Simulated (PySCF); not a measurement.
Te(SiH3)(OSiH3) (H₆OSi₂Te), SMILES [SiH3]O[Te][SiH3]. The structure is a stationary point at PBE-D3(BJ)/def2-SVP. The structure was generated by enumeration, and PubChem lists no compound with its InChIKey, so it may never have been made. The def2 effective core potentials stand for the cores of Te; spin–orbit coupling is left out. Other conformers were not sampled.

Computed equilibrium geometry at PBE-D3(BJ)/def2-SVP (PySCF confirms it by a frequency run) as a Z-matrix (one conformer of several):
```
O
Si 1 1.6934
H 2 1.5025 1 105.16
H 2 1.5071 3 109.71 1 -120.68
H 2 1.5079 3 109.73 4 -118.93
Te 1 2.0508 2 117.69 3 179.98
Si 6 2.5243 1 92.36 2 -94.03
H 7 1.5018 6 110.73 1 -62.00
H 7 1.5023 8 109.68 6 -122.07
H 7 1.5055 8 110.21 9 -121.64
```
Charge 0, spin multiplicity 1.
